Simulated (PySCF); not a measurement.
Job for PySCF: R-B3LYP/LANL2DZ on HIPbS (SMILES [SH][Pb][I]), a point of a torsion scan.

```python
from pyscf import gto, scf, dft, mp
from pyscf.data.elements import chemcore

mol = gto.M(
    atom='''
    S    -1.64825774    0.37046038   -0.26043897
    Pb    0.73177012    1.30294739   -0.43712671
    I     2.00217722   -0.65736050   -1.85091539
    H    -1.40672189   -0.76702145    0.36905659
    ''',
    basis='lanl2dz',
    ecp={'I': 'lanl2dz', 'Pb': 'lanl2dz', 'S': 'lanl2dz'},
    charge=0, spin=0, verbose=3, max_memory=1800)
mf = dft.RKS(mol, xc='b3lyp')
mf.conv_tol = 1e-8
mf.max_cycle = 100
mf.kernel()
if not mf.converged:
    mf = mf.newton().run(mf.mo_coeff, mf.mo_occ)
```

Question: What total energy does the run end on?

Answer: -25.6347 hartree.
